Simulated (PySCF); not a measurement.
# Radial density of N+ (nitrogen, charge +1)

r2SCAN0, [He] 2s1 2p3, high-spin 5S determinant (an excited configuration). Calculation: PySCF 2.14, in aug-cc-pCVTZ-DK; the spin-free X2C one-electron Hamiltonian (Gaussian nucleus).

```csv
r (bohr),4πr²ρ (e/bohr),4πr²(ρα − ρβ)
0.00424,0.04482,0.0012
0.00713,0.1213,0.0034
0.0120,0.3158,0.0088
0.0202,0.7914,0.0220
0.0339,1.838,0.0508
0.0571,3.764,0.1034
0.0960,6.218,0.1711
0.161,7.261,0.2297
0.272,5.007,0.4019
0.457,2.503,1.3234
0.768,2.945,2.8789
1.29,2.524,2.5235
2.17,0.6202,0.6202
3.66,0.02712,0.0271
```

Densities and radii are taken from the X2C orbitals without a picture-change correction, which distorts them close to the nucleus.
